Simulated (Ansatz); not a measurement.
Ge(vinyl)3(nBu) (C₁₀H₁₈Ge), relaxed as a singlet with RKS PBE0-D4/def2-SVP in Ansatz, starting from the GFN2-xTB geometry. Force threshold 0.03 eV/Å.

Start:

```csv
atom,x (Å),y (Å),z (Å)
Ge1,0.594,0.238,0.823
C2,2.552,0.365,1.017
C3,3.168,1.274,1.752
H4,3.143,-0.369,0.483
H5,2.613,2.021,2.298
H6,4.244,1.321,1.845
C7,-0.263,1.850,1.565
C8,-0.907,1.887,2.719
H9,-0.183,2.756,0.977
H10,-1.006,1.005,3.333
H11,-1.364,2.787,3.104
C12,-0.068,-1.346,1.790
C13,0.694,-2.172,2.484
H14,-1.135,-1.527,1.744
H15,1.760,-2.022,2.558
H16,0.300,-3.032,3.006
C17,0.135,0.100,-1.123
C18,-1.361,-0.073,-1.355
C19,-1.751,-0.040,-2.834
C20,-1.230,-1.240,-3.617
H21,0.483,1.005,-1.625
H22,0.684,-0.737,-1.553
H23,-1.688,-1.021,-0.921
H24,-1.895,0.728,-0.835
H25,-2.841,-0.018,-2.906
H26,-1.372,0.880,-3.286
H27,-1.596,-1.210,-4.641
H28,-0.144,-1.245,-3.646
H29,-1.568,-2.167,-3.159
```

Estimate the energy that the relaxation releases and the steps that it takes.

0.15 eV, in 10 steps; 1.9 min on 4 threads of Arm Neoverse V1 on a shared host. The force fell under the threshold at step 7, but the optimiser went on. No frequencies were taken in this run, so the end may be a saddle point.

Does the start keep its bonding?

By distances, no bond broke or formed. The bond that changes most is Ge1–C17, from 2.00 to 1.96 Å (atoms count from 1).

Predict the relaxed structure.


```xyz
29

Ge    0.6016    0.2206    0.7591
C     2.5322    0.3448    0.9656
C     3.1246    1.1959    1.8087
H     3.1632   -0.3250    0.3662
H     2.5425    1.8864    2.4304
H     4.2145    1.2467    1.9172
C    -0.2211    1.8050    1.5356
C    -0.8419    1.8058    2.7192
H    -0.1618    2.7470    0.9739
H    -0.9272    0.8944    3.3229
H    -1.2943    2.7111    3.1410
C    -0.0324   -1.3456    1.7258
C     0.7143   -2.0067    2.6152
H    -1.0567   -1.6947    1.5401
H     1.7412   -1.6987    2.8457
H     0.3375   -2.8826    3.1567
C     0.1229    0.0924   -1.1381
C    -1.3783   -0.0360   -1.3814
C    -1.7850   -0.0426   -2.8544
C    -1.2530   -1.2257   -3.6492
H     0.5186    0.9926   -1.6408
H     0.6715   -0.7650   -1.5619
H    -1.7529   -0.9600   -0.9038
H    -1.9032    0.7922   -0.8739
H    -2.8869   -0.0305   -2.9156
H    -1.4478    0.8993   -3.3236
H    -1.6150   -1.2057   -4.6886
H    -0.1526   -1.2337   -3.6876
H    -1.5744   -2.1818   -3.2043
```
Bond lengths: 6 × C–C 1.34 to 1.53 Å; 4 × C–Ge 1.95 to 1.96 Å; 18 × C–H 1.10 to 1.11 Å.
